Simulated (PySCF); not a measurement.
# Worked example: oscillator strength and radiative lifetime

C₅H₇BO, SMILES C=C=C1OCB1C.

Coordinates come from a B3LYP-D3(BJ)/def2-SVP optimisation. The structure was generated by enumeration, and PubChem lists no compound with its InChIKey, so it may never have been made.

TDDFT-PBE/def2-SVPD in PySCF puts the first singlet state with f over 0.02 at 3.59 eV (vertical), with the transition dipole (1.017, 0.010, -0.040) in atomic units.

Question: Find the oscillator strength, the wavelength and the radiative lifetime that this transition would have in vacuum if emission retraced absorption.

Answer: 
|μ|² = 1.0360 au, so |μ| = 2.59 D. ΔE = 3.59/27.211 = 0.1319 hartree. f = (2/3) ΔE |μ|² = 0.091 (the program prints 0.091).
λ = 1239.84/3.59 = 345 nm; ν = 28955 cm⁻¹.
Einstein's coefficient A = 0.6670 ν² f s⁻¹ (ν in cm⁻¹) = 5.1e7 s⁻¹, so τ = 1/A = 20 ns. This state is S1. The figure is the radiative limit of this one transition; relaxation, internal conversion, crossing to triplets and a medium change what is measured.
